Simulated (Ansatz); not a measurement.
[Cu(N2)2]+ (CuN₄⁺), relaxed as a singlet with RKS PBE-D4/def2-SVP in Ansatz, starting from the GFN2-xTB geometry. Force threshold 0.02 eV/Å.

Start:

Cartesian coordinates in Å:
```
Cu 0.0296 0.0479 0.0106
N -0.0123 0.3822 -1.7908
N -0.0121 0.6419 -2.8528
N 0.0052 -0.4371 1.7788
N -0.0104 -0.6349 2.8542
```

```
step  energy (eV)  largest force component (eV/Å)  SCF passes
   1  -50570.9738                           3.187          30
   2  -50571.0494                           0.819          31
   3  -50571.0594                           0.311          31
   4  -50571.0670                           0.013          32
```

Force components are those of the run's own axes.

End:

```xyz
5

Cu    0.003    0.001    0.000
N    -0.003    0.412   -1.827
N    -0.006    0.656   -2.913
N     0.003   -0.412    1.826
N     0.003   -0.657    2.913
```

By distances, no bond broke or formed. The bond that changes most is Cu1–N2, from 1.83 to 1.87 Å (atoms count from 1).

No frequencies were taken in this run, so the end may be a saddle point.

It took 6.5 s on 2 threads of Arm Neoverse V2 on a shared host.
